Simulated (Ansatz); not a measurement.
Total energies of Li2Sn2⁻ from Ansatz at PBE0-D4/def2-TZVPD, gas phase (1 Eh = 27.2114 eV = 2625.5 kJ/mol). The reference geometry is relaxed at PBE-D4/def2-TZVPD.

```xyz
4

Li    0.1173    2.3573    0.6625
Li   -0.2676   -0.4930    1.3910
Sn   -0.0820   -2.2492   -0.8655
Sn    0.2323    0.3849   -1.1879
```

```tsv
state	geometry	energy (Eh)
charge -1 doublet	reference	-443.71483
charge 0 singlet	reference	-443.66160
charge -1 quartet	relaxed at PBE-D4/def2-TZVPD	-443.68377
```

In the def2 sets Sn takes a core potential; there is no spin–orbit coupling.

Task: Work out the vertical ionisation energy to the singlet.

Result: E(charge 0 singlet) − E(charge -1 doublet) = -443.66160 − (-443.71483) = 0.05323 Eh = 1.45 eV. For comparison, −ε of the highest occupied level of the spin that leaves is 0.24 eV at this level, 1.21 eV less.

Task: Which of the charge -1 states is lowest, and how far above it are the others?

Result: The doublet. quartet: -443.68377 − (-443.71483) = 0.03106 Eh = 81.5 kJ/mol.

At PBE0-D4/def2-TZVPD the charge -1 doublet is spin-contaminated (final ⟨S²⟩ up to 0.87, 0.75 for a pure state). A triplet lies near this restricted singlet, and broken spin symmetry wasn't tried. At PBE0-D4/def2-TZVPD the highest occupied level of the charge -1 quartet lies above zero (up to 0.08 eV). It is a level of α spin, whose loss leaves a triplet; that state wasn't run at this geometry and level. The electron is either unbound and held by the finite basis, or the level is raised by self-interaction error. 

The structure comes from a short search, and lower isomers may exist.
